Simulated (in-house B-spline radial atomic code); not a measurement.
Values are calculated unless marked as measured or tabulated.
Weak and strong correlation along the adiabatic connection

Two-electron singlets in several external potentials (atomic units), by full CI in B-splines with partial waves to l = 8 (correlation energies up to 0.6 % small). The repulsion is scaled by λ at fixed density; W(λ) is the mean repulsion less the Hartree energy, W(0) = E_x, and the area under W from 0 to 1 is E_xc.

Relative drop (W(λ) − E_x)/E_x:

```json
{"system": "−Z exp(−kr)/r, Z = 2.11, k = 0.36", "λ = 0.12": "0.0109", "λ = 0.25": "0.0221", "λ = 0.4": "0.0343", "λ = 0.6": "0.0494", "λ = 0.8": "0.0633", "λ = 1": "0.0762"}
{"system": "ω²r²/2 − Z/r, ω = 0.0572, Z = 0.7", "λ = 0.12": "0.0376", "λ = 0.25": "0.0714", "λ = 0.4": "0.1035", "λ = 0.6": "0.1378", "λ = 0.8": "0.1649", "λ = 1": "0.1869"}
{"system": "empty sphere, radius 0.3 bohr", "λ = 0.12": "0.0022", "λ = 0.25": "0.0046", "λ = 0.4": "0.0073", "λ = 0.6": "0.0109", "λ = 0.8": "0.0144", "λ = 1": "0.0179"}
{"system": "ω²r²/2, ω = 1.06", "λ = 0.12": "0.0151", "λ = 0.25": "0.0302", "λ = 0.4": "0.0463", "λ = 0.6": "0.0657", "λ = 0.8": "0.0830", "λ = 1": "0.0985"}
{"system": "ω²r²/2 − Z/r, ω = 0.092, Z = 0.3", "λ = 0.12": "0.0424", "λ = 0.25": "0.0789", "λ = 0.4": "0.1123", "λ = 0.6": "0.1466", "λ = 0.8": "0.1729", "λ = 1": "0.1937"}
{"system": "ω²r²/2 − Z/r, ω = 0.0692, Z = 1", "λ = 0.12": "0.0263", "λ = 0.25": "0.0513", "λ = 0.4": "0.0765", "λ = 0.6": "0.1050", "λ = 0.8": "0.1290", "λ = 1": "0.1494"}
{"system": "ω²r²/2 − Z/r, ω = 4.9, Z = 2", "λ = 0.12": "0.0052", "λ = 0.25": "0.0106", "λ = 0.4": "0.0167", "λ = 0.6": "0.0246", "λ = 0.8": "0.0321", "λ = 1": "0.0394"}
```

Task: Order the systems by how far second-order (GL2) theory, half the initial slope (estimated from the first points of each curve), overshoots the correlation energy, least first.
A. ω²r²/2 − Z/r, ω = 4.9, Z = 2
B. ω²r²/2 − Z/r, ω = 0.0572, Z = 0.7
C. empty sphere, radius 0.3 bohr
D. −Z exp(−kr)/r, Z = 2.11, k = 0.36
E. ω²r²/2 − Z/r, ω = 0.0692, Z = 1
F. ω²r²/2, ω = 1.06
G. ω²r²/2 − Z/r, ω = 0.092, Z = 0.3

Result: C (GL2/E_c = 1.03), A (GL2/E_c = 1.07), D (GL2/E_c = 1.15), F (GL2/E_c = 1.21), E (GL2/E_c = 1.36), B (GL2/E_c = 1.52), G (GL2/E_c = 1.65).

Task: What else changes along this order?

Result: The ratio follows the bend of the curve. With it the leading natural occupation goes from 1.999 to 1.866 and −T_c/E_c from 0.97 to 0.62 between the first and the last.
